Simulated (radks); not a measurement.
Values are calculated unless marked as measured or tabulated.
Task: All-electron atom: the iron ion Fe3+ in [Ar] 3d5. Level of theory: non-relativistic Kohn-Sham, exchange-only PBE, spin-polarised, spherical densities, point nucleus; open shells are filled with parallel spins first (a radial shooting solver on a logarithmic mesh with Libxc functionals). Some entries of the table are withheld. Estimate them.

| orbital | occ. | eigenvalue (hartree) | <1/r> (bohr^-1) |
|---|---|---|---|
| 1s down | 1 | -256.1441 | 25.52 |
| 1s up | 1 | -256.1435 | 25.52 |
| 2s up | 1 | -31.00268 | 5.457 |
| 2s down | 1 | -30.89658 | 5.471 |
| 2p up | 3 | -26.93211 | 5.411 |
| 2p down | 3 | -26.85313 | 5.423 |
| 3s up | 1 | -4.77527 | 1.740 |
| 3s down | 1 | -4.53123 | 1.727 |
| 3p up | 3 | -3.58099 | (1) |
| 3p down | 3 | -3.34124 | (2) |
| 3d up | 5 | (3) | 1.323 |
| 3d down | 0 | (4) | 1.282 |

Result: 
(1) 3p up <1/r> (bohr^-1): 1.621
(2) 3p down <1/r> (bohr^-1): 1.605
(3) 3d up eigenvalue (hartree): -1.63409
(4) 3d down eigenvalue (hartree): -1.40857
